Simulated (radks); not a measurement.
The numbers below are computed, except where a source is named.
The chromium ion Cr9+, 15 electrons, occupied as [Ne] 3s2 3p3. Level of theory: non-relativistic Kohn-Sham, revPBE, spin-polarised, spherical densities, point nucleus; open shells are filled with parallel spins first (a radial shooting solver on a logarithmic mesh with Libxc functionals).

Normalised radial functions P(r) = r R(r), r in bohr:

| r | 2p down |
|---|---|
| 0.006531 | 0.0166 |
| 0.008171 | 0.0255 |
| 0.01031 | 0.0396 |
| 0.01289 | 0.0601 |
| 0.01626 | 0.0918 |
| 0.02034 | 0.1370 |
| 0.02565 | 0.2048 |
| 0.03209 | 0.2974 |
| 0.04015 | 0.4242 |
| 0.05063 | 0.5986 |
| 0.06335 | 0.8119 |
| 0.07989 | 1.0747 |
| 0.09995 | 1.3515 |
| 0.125 | 1.6178 |
| 0.1577 | 1.8293 |
| 0.1973 | 1.9117 |
| 0.2488 | 1.8216 |
| 0.3113 | 1.5572 |
| 0.3894 | 1.1666 |
| 0.4911 | 0.7300 |
| 0.6144 | 0.3804 |
| 0.7748 | 0.1503 |
| 0.9694 | 0.0452 |
| 1.222 | 0.0088 |
| 1.529 | 0.0011 |
| 1.913 | 0.0001 |
| 2.413 | 0.0000 |

2p down: eigenvalue -774.45 eV, 0 radial nodes, <r> = 0.259 bohr, 90 % of the charge inside 0.424 bohr.
